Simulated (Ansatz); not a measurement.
Reaction (cleavage of the Si–Al bond): `F[CH2][AlH][SiH3]` + `OBF` → `FBO[SiH3]` + `F[CH2][AlH2]`

Gas-phase electronic energies from Ansatz, PBE0-D4/def2-TZVP geometries. CCSD(T)/CBS is the MP2 limit (def2-TZVPP, def2-QZVPP) plus CCSD(T) − MP2 in def2-TZVPP, frozen cores. This one scheme is used for every species. Each species was taken in one conformer, which may not be the lowest.

| species | CCSD(T)/def2-SVP energy (Eh) |
| --- | --- |
| `F[CH2][AlH][SiH3]` | -671.88926 |
| `OBF` | -200.58858 |
| `FBO[SiH3]` | -490.74190 |
| `F[CH2][AlH2]` | -381.76004 |

(1) Work out ΔE.

Largest T1 diagnostic among the species: 0.013.

Results:

(1) ΔE = (-490.74190) + (-381.76004) − (-671.88926) − (-200.58858) = -0.02410 Eh = -15.1 kcal/mol. CCSD(T)/CBS gives -18.0 kcal/mol.

From BLYP to BHLYP (50 % exact exchange), in def2-TZVPP and without D4, ΔE moves by −4.0 kcal/mol. Leaving LDA and LC-ωPBE aside and taking each functional with its dispersion term where it has one, the values, not all of them listed here, spread over 8.8 kcal/mol, from BHLYP-D4 to PBE-D4. In def2-TZVPP, CCSD(T) changes the Hartree–Fock value by +6.6 kcal/mol (the triples alone add +0.8 kcal/mol) and MP2 by +4.3 kcal/mol.
